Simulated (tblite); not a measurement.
C6H13O2P.
Atom-mapped SMILES: `[CH2:1]=[CH:2][CH2:3][P@:4](=[O:5])([CH2:6][CH3:7])[CH2:8][OH:9]` (hydrogens: H10, H11 on C1; H12 on C2; H13, H14 on C3; H15, H16 on C6; H17, H18, H19 on C7; H20, H21 on C8; H22 on O9)

A start from a force field or distance geometry was refined with GFN2-xTB geometry optimisation, gas phase in tblite 0.8.0. Values at the start:

```csv
coordinate,start
C1=C2,1.328 Å
C1–H10,1.093 Å
C1–H11,1.088 Å
C2–C3,1.519 Å
C2–H12,1.079 Å
C3–P4,1.791 Å
C3–H13,1.106 Å
P4=O5,1.491 Å
P4–C6,1.799 Å
P4–C8,1.791 Å
C6–C7,1.516 Å
C6–H15,1.097 Å
C6–H16,1.100 Å
C8–O9,1.421 Å
C8–H20,1.095 Å
O9–H22,0.978 Å
C1–C2–C3,123.7°
C2–C3–P4,109.7°
C3–P4–O5,114.8°
C3–P4–C6,105.0°
P4–C6–C7,114.2°
O5–P4–C6,112.7°
O5–P4–C8,112.4°
C6–P4–C8,104.6°
C1–C2–C3–P4,-124°
C3–P4–C6–C7,72°
C3–P4–C8–O9,-176°
```

Problem. How do these coordinates change at the GFN2-xTB level?

Solution. 
| coordinate | GFN2-xTB (Å or °) | change |
| --- | --- | --- |
| P4–C8 | 1.857 | +0.066 |
| C3–P4 | 1.849 | +0.058 |
| P4–C6 | 1.843 | +0.044 |
| C2–C3 | 1.489 | -0.030 |
| C8–O9 | 1.398 | -0.023 |
| P4=O5 | 1.471 | -0.020 |
| C3–H13 | 1.089 | -0.017 |
| C1–H10 | 1.076 | -0.017 |
| C1–H11 | 1.078 | -0.010 |
| O9–H22 | 0.969 | -0.009 |
| C1=C2 | 1.320 | -0.008 |
| C6–H15 | 1.090 | -0.007 |
| C6–H16 | 1.094 | -0.006 |
| C8–H20 | 1.090 | -0.005 |
| C6–C7 | 1.520 | +0.004 |
| C2–H12 | 1.082 | +0.003 |
| P4–C6–C7 | 110.1 | -4.1 |
| C3–P4–C6 | 107.4 | +2.4 |
| O5–P4–C8 | 110.0 | -2.4 |
| C2–C3–P4 | 107.7 | -2.0 |
| O5–P4–C6 | 113.5 | +0.8 |
| C3–P4–O5 | 114.0 | -0.8 |
| C1–C2–C3 | 124.5 | +0.8 |
| C6–P4–C8 | 105.1 | +0.5 |
| C3–P4–C8–O9 | -172 | +4 |
| C1–C2–C3–P4 | -120 | +4 |
| C3–P4–C6–C7 | 75 | +3 |

The energy falls by 18.2 kJ/mol over 73 L-BFGS steps, the largest force on an atom goes from 2.54 to 0.009 eV/Å, and the atoms move by 0.113 Å rms after alignment. The bond that changes most is P4–C8 (phosphoryl phosphorus to carbinol carbon (C–OH)), which lengthens by 0.066 Å. Bonds longer at the end by more than 0.005 Å: 3 of 21; shorter: 12. Among the dihedrals that turn most is H15–C6–C7–H18, from -58° to -69°. Rotational constants go from 1649, 1047, 786.4 to 1639, 1047, 779.4 MHz.

Its GFN2-xTB frequencies are all real (lowest 45 cm⁻¹). The numbers are those of one conformer. 3 starts were optimised and ended at 0.00, 0.47 and 0.74 kcal/mol (GFN2-xTB); the lowest of these is shown.

All values are computed, not measured.
